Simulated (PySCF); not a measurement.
# Energy of Ga+ (gallium, charge +1) between two integer charges

The 4s beta orbital of [Ar] 3d10 4s2 is emptied in steps (occupation f), with all orbitals relaxed, ending at [Ar] 3d10 4s1. All numbers are calculated (PySCF 2.14, no relativity, point nucleus, in def2-TZVPPD (7s5p5d1f, 54 functions)). The exact energy is a straight line in f; departures are measured from the line between the end points of the same method.

```
   f  UHF (eV)  LDA (eV)  PBE (eV)  PBE0 (eV)  r2SCAN (eV)  LC-wPBE (eV)  BHandHLYP (eV)  wB97X (eV)  TPSS (eV)  BLYP (eV)
   1     0.000     0.000     0.000      0.000        0.000         0.000           0.000       0.000      0.000      0.000
0.75     0.049    -0.833    -0.826     -0.597       -0.710        -0.071          -0.416      -0.179     -0.781     -0.851
 0.5     0.063    -1.111    -1.107     -0.799       -0.938        -0.097          -0.563      -0.225     -1.052     -1.142
0.25     0.045    -0.832    -0.834     -0.600       -0.698        -0.083          -0.431      -0.140     -0.805     -0.863
   0     0.000     0.000     0.000      0.000        0.000         0.000           0.000       0.000      0.000      0.000
```

```
   method  E(f=0) − E(f=1) (eV)  −ε at f=1 (eV)  −ε at f=0.5 (eV)
      UHF                18.445          18.719            18.435
      LDA                20.774          16.340            20.777
      PBE                20.415          16.031            20.392
     PBE0                20.090          16.912            20.082
   r2SCAN                20.138          16.302            20.172
  LC-wPBE                20.013          19.624            19.981
BHandHLYP                20.009          17.813            19.972
    wB97X                20.379          19.409            20.466
     TPSS                20.137          15.995            20.075
     BLYP                20.571          16.060            20.540
```

Orbital energy along the path (eV):

```json
{"f": "1", "UHF": "-18.719", "LDA": "-16.340", "PBE": "-16.031", "PBE0": "-16.912", "r2SCAN": "-16.302", "LC-wPBE": "-19.624", "BHandHLYP": "-17.813", "wB97X": "-19.409", "TPSS": "-15.995", "BLYP": "-16.060"}
{"f": "0.75", "UHF": "-18.567", "LDA": "-18.549", "PBE": "-18.195", "PBE0": "-18.490", "r2SCAN": "-18.277", "LC-wPBE": "-19.824", "BHandHLYP": "-18.880", "wB97X": "-19.926", "TPSS": "-18.034", "BLYP": "-18.281"}
{"f": "0.5", "UHF": "-18.435", "LDA": "-20.777", "PBE": "-20.392", "PBE0": "-20.082", "r2SCAN": "-20.172", "LC-wPBE": "-19.981", "BHandHLYP": "-19.972", "wB97X": "-20.466", "TPSS": "-20.075", "BLYP": "-20.540"}
{"f": "0.25", "UHF": "-18.318", "LDA": "-23.001", "PBE": "-22.629", "PBE0": "-21.692", "r2SCAN": "-22.009", "LC-wPBE": "-20.181", "BHandHLYP": "-21.114", "wB97X": "-20.945", "TPSS": "-22.199", "BLYP": "-22.843"}
{"f": "0", "UHF": "-18.214", "LDA": "-25.193", "PBE": "-24.830", "PBE0": "-23.233", "r2SCAN": "-23.814", "LC-wPBE": "-20.513", "BHandHLYP": "-22.376", "wB97X": "-20.299", "TPSS": "-24.507", "BLYP": "-25.217"}
```

As f goes to zero the orbital energy of a semilocal functional can turn back, because the density of that orbital vanishes from the exchange-correlation potential.

Reference removal energy between the ground levels: 20.515 eV (measured; NIST Atomic Spectra Database, ionization energies). UHF lacks correlation.
